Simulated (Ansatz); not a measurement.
Relaxation of Ca2Te3 with RKS PBE-D4/def2-SVP.

```sh
$ ansatz run in.yaml --threads 4 --pin off --events-out ev --progress --plain --max-ram 4787MiB
```

```yaml
crystal:
  periodic: [false, false, false]
  atoms:
    - {symbol: Ca, position_ang: [-1.482490, -0.922070, -0.656930]}
    - {symbol: Ca, position_ang: [1.773680, -0.026230, 0.624530]}
    - {symbol: Te, position_ang: [0.509960, 2.021290, -1.012560]}
    - {symbol: Te, position_ang: [0.683210, -2.596350, 0.108170]}
    - {symbol: Te, position_ang: [-1.484370, 1.523360, 0.936790]}
basis:
  gaussian: {orbitals: def2-SVP}
hamiltonian: {xc: pbe, dispersion: d4}
scf: {lower_state_search: "off"}
output: {orbitals: {seedname: orbitals}}
relax: {f_tol: 0.02, max_steps: 100}
```

Run time 23 s (4 threads of Intel Xeon on a shared host).

Positions (Å) and forces (eV/Å) at steps 1, 2, 3, 4, 5 of 5:

```xyz
5
step=1 energy=-58745.3642 eV
Ca   -1.482   -0.922   -0.657    0.210    0.235   -0.211
Ca    1.774   -0.026    0.625   -0.273    0.062    0.283
Te    0.510    2.021   -1.013   -0.311   -0.033   -0.311
Te    0.683   -2.596    0.108    0.102   -0.369   -0.013
Te   -1.484    1.523    0.937    0.273    0.105    0.252
5
step=2 energy=-58745.6211 eV
Ca   -1.346   -0.835   -0.716    0.079    0.094   -0.263
Ca    1.599   -0.015    0.710   -0.164    0.073    0.271
Te    0.405    1.991   -1.131   -0.223   -0.237   -0.190
Te    0.710   -2.691    0.098   -0.015    0.113   -0.023
Te   -1.369    1.550    1.040    0.323   -0.044    0.205
5
step=3 energy=-58745.7941 eV
Ca   -1.276   -0.763   -0.827   -0.115   -0.080   -0.189
Ca    1.479    0.026    0.833    0.152   -0.013    0.211
Te    0.309    1.871   -1.246   -0.159   -0.016    0.007
Te    0.704   -2.645    0.085   -0.005    0.029   -0.012
Te   -1.216    1.511    1.155    0.128    0.080   -0.017
5
step=4 energy=-58745.8118 eV
Ca   -1.298   -0.769   -0.865    0.038    0.003    0.005
Ca    1.489    0.030    0.897   -0.019   -0.020   -0.027
Te    0.277    1.839   -1.267   -0.020   -0.020    0.034
Te    0.709   -2.622    0.066   -0.012    0.037    0.008
Te   -1.177    1.524    1.169    0.014    0.000   -0.019
5
step=5 energy=-58745.8119 eV
Ca   -1.286   -0.768   -0.878   -0.015    0.011    0.012
Ca    1.495    0.028    0.883   -0.008    0.014    0.017
Te    0.270    1.846   -1.261    0.004    0.003   -0.008
Te    0.697   -2.621    0.084    0.010   -0.019   -0.010
Te   -1.176    1.515    1.172    0.010   -0.010   -0.011
```

In the def2 sets Te takes a core potential; there is no spin–orbit coupling. The structure comes from a short search, and lower isomers may exist.
